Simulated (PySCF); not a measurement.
Compound: CH6N2Si2.
Structure used (PBE0-D3(BJ)/def2-SVP), in Å, numbered top down from 1:
```xyz
11
CH6N2Si2 angstrom
N      3.091   -1.483   -0.104
C      2.288   -0.729    0.261
Si     0.972    0.487    0.802
N     -0.255    0.665   -0.394
Si    -1.713   -0.284   -0.596
H      1.691    1.769    1.028
H      0.390   -0.069    2.050
H     -0.028    1.296   -1.159
H     -1.629   -1.213   -1.763
H     -2.892    0.610   -0.799
H     -1.877   -1.074    0.658
```

Theory: PBE0-D3(BJ)/def2-SVP geometry optimisation, gas phase in PySCF 2.14.0.

Take the most abundant isotopes and a rigid rotor. The values belong to one conformer with, in the numbering `[N:1]#[C:2][SiH2:3][NH:4][SiH3:5]`, C2–Si3–N4–Si5 88°.

Give the principal moments of inertia and the rotational constants in MHz.

Ia = 79.60, Ib = 341.38, Ic = 392.40 u·Å²; 505379 MHz·u·Å²/I gives A = 6349, B = 1480, C = 1288 MHz.

Classify the top.

A near-prolate asymmetric top. Ray's parameter κ = (2B − A − C)/(A − C) = -0.924; −1 is the prolate and +1 the oblate limit.

What does the inertial defect say?

Not planar: Δ = Ic − Ia − Ib = -28.58 u·Å². For a rigid frame Δ = −2 Σ m c², so Σ m c² = 14.29 u·Å² lies off the ab plane: 8.22 from hydrogen and 6.07 from heavier atoms. The atom farthest from that plane is 1.62 Å away.

Predict some low-J microwave lines.

The dipole components are |μa| = 2.92 D, |μb| = 2.13 D, |μc| = 0.66 D. Intensities carry the squares of the components, which stand as 1.00 : 0.53 : 0.05 (a : b : c). Some lines, for components of 0.1 D or more:

```json
{"type": "a", "branch": "Q", "J(Ka,Kc)": "2(1,1) ← 2(1,2)", "MHz": "577", "lower level (cm⁻¹)": "0.433"}
{"type": "b", "branch": "R", "J(Ka,Kc)": "2(0,2) ← 1(1,1)", "MHz": "663", "lower level (cm⁻¹)": "0.255"}
{"type": "a", "branch": "R", "J(Ka,Kc)": "1(0,1) ← 0(0,0)", "MHz": "2768", "lower level (cm⁻¹)": "0.000"}
{"type": "c", "branch": "Q", "J(Ka,Kc)": "2(1,2) ← 2(0,2)", "MHz": "4682", "lower level (cm⁻¹)": "0.277"}
{"type": "c", "branch": "Q", "J(Ka,Kc)": "1(1,1) ← 1(0,1)", "MHz": "4868", "lower level (cm⁻¹)": "0.092"}
{"type": "b", "branch": "Q", "J(Ka,Kc)": "1(1,0) ← 1(0,1)", "MHz": "5061", "lower level (cm⁻¹)": "0.092"}
{"type": "b", "branch": "Q", "J(Ka,Kc)": "2(1,1) ← 2(0,2)", "MHz": "5259", "lower level (cm⁻¹)": "0.277"}
{"type": "a", "branch": "R", "J(Ka,Kc)": "2(1,2) ← 1(1,1)", "MHz": "5344", "lower level (cm⁻¹)": "0.255"}
{"type": "a", "branch": "R", "J(Ka,Kc)": "2(0,2) ← 1(0,1)", "MHz": "5531", "lower level (cm⁻¹)": "0.092"}
{"type": "a", "branch": "R", "J(Ka,Kc)": "2(1,1) ← 1(1,0)", "MHz": "5729", "lower level (cm⁻¹)": "0.261"}
{"type": "b", "branch": "R", "J(Ka,Kc)": "1(1,1) ← 0(0,0)", "MHz": "7637", "lower level (cm⁻¹)": "0.000"}
{"type": "c", "branch": "R", "J(Ka,Kc)": "1(1,0) ← 0(0,0)", "MHz": "7829", "lower level (cm⁻¹)": "0.000"}
{"type": "b", "branch": "R", "J(Ka,Kc)": "2(1,2) ← 1(0,1)", "MHz": "10213", "lower level (cm⁻¹)": "0.092"}
{"type": "c", "branch": "R", "J(Ka,Kc)": "2(1,1) ← 1(0,1)", "MHz": "10790", "lower level (cm⁻¹)": "0.092"}
{"type": "c", "branch": "Q", "J(Ka,Kc)": "2(2,1) ← 2(1,1)", "MHz": "14605", "lower level (cm⁻¹)": "0.452"}
{"type": "b", "branch": "Q", "J(Ka,Kc)": "2(2,0) ← 2(1,1)", "MHz": "14611", "lower level (cm⁻¹)": "0.452"}
{"type": "b", "branch": "Q", "J(Ka,Kc)": "2(2,1) ← 2(1,2)", "MHz": "15183", "lower level (cm⁻¹)": "0.433"}
{"type": "b", "branch": "R", "J(Ka,Kc)": "2(2,1) ← 1(1,0)", "MHz": "20335", "lower level (cm⁻¹)": "0.261"}
{"type": "c", "branch": "R", "J(Ka,Kc)": "2(2,0) ← 1(1,0)", "MHz": "20340", "lower level (cm⁻¹)": "0.261"}
{"type": "c", "branch": "R", "J(Ka,Kc)": "2(2,1) ← 1(1,1)", "MHz": "20527", "lower level (cm⁻¹)": "0.255"}
{"type": "b", "branch": "R", "J(Ka,Kc)": "2(2,0) ← 1(1,1)", "MHz": "20533", "lower level (cm⁻¹)": "0.255"}
```

Estimate the classical rotational partition function at 25 K, 50 K and 500 K.

Point group C1, symmetry number σ = 1; q = (√π/σ)·√((kT/h)³/(ABC)), k/h = 20836.6 MHz/K: 6060 at 25 K, 17100 at 50 K, 542000 at 500 K.

Whether it is a minimum is left open (no frequencies). Constants of a rigid frame at the computed geometry: no zero-point averaging, no centrifugal distortion. A rigid rotor knows nothing of internal rotation, which can split or shift real lines. Quadrupole hyperfine structure (14N) is left out.

The run took 81 s on one thread of an Arm Neoverse V2, shared host with 32 logical CPUs at a one-minute load of 16, and the process peaked at 0.45 GiB of memory. That covers the optimisation of the geometry.
